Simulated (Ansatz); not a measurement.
Program: Ansatz. Geometries: PBE0-D4/def2-TZVP. ΔE: electronic, gas phase. CCSD(T)/CBS adds triple-zeta CCSD(T) − MP2 to the extrapolated MP2 energy (def2 sets, frozen cores). Functionals use def2-TZVPP. One conformer a species, not always the lowest.

Reaction (substitution at a C–Si bond): `NC[SiH](N)F` + `OCF` → `NCOCF` + `N[SiH2]F`

| level | ΔE (kcal/mol) | difference from CCSD(T)/CBS |
| --- | --- | --- |
| PBE-D4 | 9.6 | -0.5 |
| B2PLYP | 8.3 | -1.8 |
| PBE | 8.7 | -1.4 |
| r2SCAN | 8.8 | -1.3 |
| HF/def2-TZVPP | 6.2 | -3.9 |
| SCS-MP2/def2-TZVPP | 8.7 | -1.4 |
| CCSD/def2-TZVPP | 9.1 | -1.0 |
| MP2/def2-QZVPP | 10.5 | 0.4 |
| MP2/CBS(def2) | 10.9 | 0.8 |
| CCSD/CBS(def2) | 10.1 | 0.0 |
| CCSD(T)/CBS | 10.1 | 0 |

Largest T1 diagnostic among the species: 0.011.

In def2-TZVPP, CCSD(T) changes the Hartree–Fock value by +2.9 kcal/mol (the triples alone add −0.0 kcal/mol) and MP2 by +3.7 kcal/mol. The D4 term adds +1.4 kcal/mol with B3LYP and +0.7 kcal/mol with PBE0; it sums over pairs of atoms, weighted by their polarisabilities, and B3LYP, whose exchange is more repulsive, gets the larger term.

B3LYP here is the variant with VWN-RPA as its local correlation; programs differ in this.
